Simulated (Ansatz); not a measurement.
One change: `N[SiH2]C[Si](N)(F)F` becomes `[NH2][GeH2][Si](N)(F)F`.

Ansatz, PBE0-D4/def2-TZVP geometries, multiplicity 1. Each molecule was computed in one conformer, which needn't be the lowest.

Scalar relativity is left out up to krypton.

```json
{"property": "HOMO–LUMO gap (PBE/def2-TZVPP) / eV", "`N[SiH2]C[Si](N)(F)F`": "5.85"}
{"property": "HOMO energy (ωB97M-V/def2-TZVPP) / eV", "`N[SiH2]C[Si](N)(F)F`": "-10.07"}
{"property": "LUMO energy (PBE/def2-TZVPP) / eV", "`N[SiH2]C[Si](N)(F)F`": "-0.44"}
{"property": "HOMO energy (B3LYP/def2-TZVPP) / eV", "`N[SiH2]C[Si](N)(F)F`": "-7.48"}
{"property": "HOMO energy (PBE/def2-TZVPP) / eV", "`N[SiH2]C[Si](N)(F)F`": "-6.29"}
{"property": "LUMO energy (PBE0/def2-TZVPP) / eV", "`N[SiH2]C[Si](N)(F)F`": "0.38"}
```

**Question.** Give the same properties after the change, and the shifts. (Estimate.)

**Answer.** Computed: 
```
                             property  `[NH2][GeH2][Si](N)(F)F`  shift
  HOMO–LUMO gap (PBE/def2-TZVPP) / eV                      5.09  -0.76
HOMO energy (ωB97M-V/def2-TZVPP) / eV                     -9.69   0.38
    LUMO energy (PBE/def2-TZVPP) / eV                     -0.82  -0.38
  HOMO energy (B3LYP/def2-TZVPP) / eV                     -7.11   0.37
    HOMO energy (PBE/def2-TZVPP) / eV                     -5.91   0.38
   LUMO energy (PBE0/def2-TZVPP) / eV                      0.00  -0.38
```

With PBE0 the HOMO rises by 0.36 eV and the LUMO falls by 0.38 eV, so the gap narrows by about 0.74 eV. PBE moves the HOMO by 0.38 eV and ωB97M-V by 0.38 eV.

B3LYP here is the variant with VWN-RPA as its local correlation; programs differ in this.
